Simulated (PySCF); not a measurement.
O₂Se, charge -1, doublet, geometry from GFN2-xTB (a state made from the parent by changing its charge; the spin is typed, not shown lowest); CAMB3LYP/def2-SVPD run with PySCF.

Here is a job for PySCF.
```python
from pyscf import gto, scf, dft

mol = gto.M(
    atom='''
O    -1.36177222    0.59824745    0.03514722
Se    0.01589860   -0.31251358   -0.02617635
O     1.29420317    0.72993529    0.07610225
''',
    basis='def2-svpd',
    charge=-1,
    spin=1,
    verbose=4,
)

mf = dft.UKS(mol)
mf.xc = 'camb3lyp'
mf.grids.atom_grid = (99, 590)
mf.grids.prune = None
mf.kernel()
```

Task: What does PySCF print? Leave out banner, timings and long lists.

Result: 
```
PySCF version 2.14.0

[INPUT] verbose = 4
[INPUT] num. atoms = 3
[INPUT] num. electrons = 51
[INPUT] charge = -1
[INPUT] spin (= nelec alpha-beta = 2S) = 1
[INPUT] symmetry False subgroup None
[INPUT] Mole.unit = angstrom
[INPUT] Symbol           X                Y                Z      unit          X                Y                Z       unit  Magmom
[INPUT]  1 O     -1.361772220000   0.598247450000   0.035147220000 AA   -2.573376539841   1.130523835219   0.066418619840 Bohr   0.0
[INPUT]  2 Se     0.015898600000  -0.312513580000  -0.026176350000 AA    0.030043999764  -0.590565076407  -0.049466132441 Bohr   0.0
[INPUT]  3 O      1.294203170000   0.729935290000   0.076102250000 AA    2.445689540844   1.379377786755   0.143812409963 Bohr   0.0

nuclear repulsion = 186.923508510252
number of shells = 33
number of NR pGTOs = 149
number of NR cGTOs = 87
basis = def2-svpd
ecp = {}

******** <class 'pyscf.dft.uks.UKS'> ********
method = UKS
initial guess = minao
damping factor = 0
level_shift factor = 0
DIIS = <class 'pyscf.scf.diis.CDIIS'>
diis_start_cycle = 1
diis_space = 8
diis_damp = 0
SCF conv_tol = 1e-09
SCF conv_tol_grad = None
SCF max_cycles = 50
direct_scf = True
direct_scf_tol = 1e-13
number electrons alpha = 26  beta = 25
XC library pyscf.dft.libxc version 7.1.2
    S. Lehtola, C. Steigemann, M. J. T. Oliveira, and M. A. L. Marques,  SoftwareX 7, 1–5 (2018)
XC functionals = camb3lyp
    T. Yanai, D. P. Tew, and N. C. Handy,  Chem. Phys. Lett. 393, 51 (2004)
radial grids:
    Treutler-Ahlrichs [JCP 102, 346 (1995); DOI:10.1063/1.469408] (M4) radial grids

becke partition: Becke, JCP 88, 2547 (1988); DOI:10.1063/1.454033
pruning grids: None
grids dens level: 3
symmetrized grids: False
atomic radii adjust function: <function treutler_atomic_radii_adjust>
User specified grid scheme (99, 590)
small_rho_cutoff = 0
Set gradient conv threshold to 3.16228e-05
tot grids = 175232
init E= -2550.93479114963

cycle= 1 E= -2551.4042298939  delta_E= -0.469  |g|= 0.813  |ddm|= 1.66
cycle= 2 E= -2550.66435884023  delta_E= 0.74  |g|= 1.57  |ddm|= 1.74
cycle= 3 E= -2551.67857091258  delta_E= -1.01  |g|= 0.0422  |ddm|= 1.16
cycle= 4 E= -2551.6797805129  delta_E= -0.00121  |g|= 0.0228  |ddm|= 0.0887
cycle= 5 E= -2551.68004550203  delta_E= -0.000265  |g|= 0.0069  |ddm|= 0.0222
cycle= 6 E= -2551.68008852484  delta_E= -4.3e-05  |g|= 0.00288  |ddm|= 0.0117
cycle= 7 E= -2551.68010200248  delta_E= -1.35e-05  |g|= 0.000814  |ddm|= 0.00705
cycle= 8 E= -2551.68010395902  delta_E= -1.96e-06  |g|= 0.000271  |ddm|= 0.00311
cycle= 9 E= -2551.68010408026  delta_E= -1.21e-07  |g|= 8.02e-05  |ddm|= 0.000873
cycle= 10 E= -2551.6801040872  delta_E= -6.94e-09  |g|= 4.78e-05  |ddm|= 0.000213
cycle= 11 E= -2551.68010408768  delta_E= -4.82e-10  |g|= 4.56e-05  |ddm|= 7.17e-05
cycle= 12 E= -2551.68010408865  delta_E= -9.61e-10  |g|= 4.64e-06  |ddm|= 4.61e-05
Extra cycle  E= -2551.68010408871  delta_E= -6.18e-11  |g|= 3.53e-06  |ddm|= 1.14e-05
converged SCF energy = -2551.68010408871  <S^2> = 0.75670013  2S+1 = 2.0066889
```
